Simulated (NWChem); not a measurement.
Species: BNH3 cation

```xyz
5

B      0.0000     0.0000    -0.7758
N      0.0000     0.0000     0.5444
H      0.0000     0.0000    -1.9486
H      0.0000     0.8564     1.1079
H      0.0000    -0.8564     1.1079
```
Atoms are numbered in this order, from 1.

Level: B3LYP/6-31G* (spherical d) (NWChem), optimised geometry, unscaled harmonic frequencies. 

Task: List the harmonic frequencies with IR intensities, and the thermochemistry.

Result: 
```tsv
frequency (cm⁻¹)	IR intensity (km/mol)
574	5.0
673	290.5
746	0.0
936	84.2
1452	0.0
1632	259.7
2919	4.9
3455	284.4
3521	267.1
```

- zero-point energy = 22.7 kcal/mol
- thermal correction to the enthalpy at 298.15 K (with zero-point energy) = 25.4 kcal/mol
- heat capacity Cv = 9.3 cal/(mol K)
- entropy at 298.15 K and 1 atm (symmetry number 2) = 53.5 cal/(mol K)

Rigid rotor and harmonic oscillator.
